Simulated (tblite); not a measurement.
Species: C7H11O (doublet state).
Atom-mapped SMILES: `[CH2:1][CH2:2][C@:3]12[CH2:4][C@:5]([OH:6])([CH2:7]1)[CH2:8]2` (hydrogens: H9, H10 on C1; H11, H12 on C2; H13, H14 on C4; H15 on O6; H16, H17 on C7; H18, H19 on C8)

Geometry (GFN2-xTB, Å), atoms numbered from 1 in this order:
```xyz
19
C7H11O angstrom
C      2.518   -0.656    0.391
C      1.674    0.545    0.307
C      0.211    0.201    0.049
C     -0.717   -0.649    0.940
C     -1.568   -0.191   -0.264
O     -2.906   -0.428   -0.498
C     -0.367   -0.548   -1.168
C     -0.954    1.205   -0.096
H      2.613   -1.189    1.316
H      2.910   -1.106   -0.501
H      1.712    1.109    1.244
H      2.002    1.192   -0.512
H     -0.492   -1.711    1.011
H     -0.978   -0.235    1.912
H     -3.053   -1.378   -0.568
H     -0.308   -0.043   -2.129
H     -0.116   -1.603   -1.261
H     -1.242    1.760    0.793
H     -0.949    1.844   -0.976
```

Computed with GFN2-xTB (tblite): harmonic, unscaled wavenumbers at the GFN2-xTB geometry, gas phase. Against measured fundamentals such values can be off by several per cent, at times by over 20. One conformer, not necessarily the lowest. Open shells enter through the occupations alone, without spin polarisation, and single modes of such species can be off by tens of per cent.

Harmonic wavenumbers (cm⁻¹): 66.9, 115.7, 147.3, 214.8, 260.4, 305.6, 414.2, 418.9, 501.5, 556.9, 557.4, 631.4, 714.8, 793.0, 848.6, 855.2, 939.2, 965.2, 966.5, 1012.9, 1056.3, 1060.4, 1072.7, 1090.6, 1114.1, 1130.1, 1133.3, 1141.0, 1142.6, 1172.6, 1246.1, 1252.4, 1267.7, 1305.1, 1359.5, 1398.2, 1459.5, 1488.3, 1489.6, 1537.4, 2944.7, 2946.6, 2994.2, 3002.1, 3008.9, 3013.4, 3017.2, 3018.6, 3135.3, 3176.7, 3536.1.

A = 5018, B = 1367, C = 1319 MHz; mass 111.081 u (most abundant isotopes); point group Cs, symmetry number 1; spin multiplicity 2.

Task: What is the zero-point energy?

Result: ½Σν̃ = 34999 cm⁻¹ = 100.07 kcal/mol.

Task: Give the ideal-gas entropy at 350 K and 1 bar in the rigid-rotor, harmonic-oscillator model (classical rotation).

Result: Translation 40.85, rotation 28.44, vibration 25.86, spin (R ln 2) 1.38: S = 96.5 cal/(mol K).

Task: And Cp and H(350 K) − H(0)?

Result: Cp = 40.13 cal/(mol K), of which vibrations give 32.18 (their classical limit is 51 R = 101.3); H(350 K) − H(0) = 7.89 kcal/mol without the zero-point energy, 5.11 from vibrations.

Task: How do the functions run with temperature in this model?

Result: 
| T (K) | S (cal/(mol K)) | Cp (cal/(mol K)) | H − H(0) (kcal/mol) | G − H(0) (kcal/mol) | ln q(vib) |
| --- | --- | --- | --- | --- | --- |
| 150 | 72.8 | 19.7 | 1.99 | -8.92 | 1.76 |
| 250 | 85.0 | 29.3 | 4.42 | -16.82 | 3.64 |
| 298.15 | 90.6 | 34.5 | 5.95 | -21.05 | 4.60 |
| 400 | 102.2 | 45.3 | 10.03 | -30.87 | 6.74 |
| 600 | 124.0 | 61.9 | 20.86 | -53.52 | 11.17 |
| 900 | 152.3 | 77.3 | 41.95 | -95.09 | 17.83 |

q(vib) and H(0) count from the zero-point level.

Task: What must be added to the electronic energy to get the Gibbs energy at 350 K and 1 bar?

Result: ZPE + [H(350 K) − H(0)] − T·S = 100.07 + 7.89 − 33.79 = 74.17 kcal/mol.

Hindered rotation and anharmonicity are outside this model. Other conformers, if any are populated, would add a mixing term that is left out.
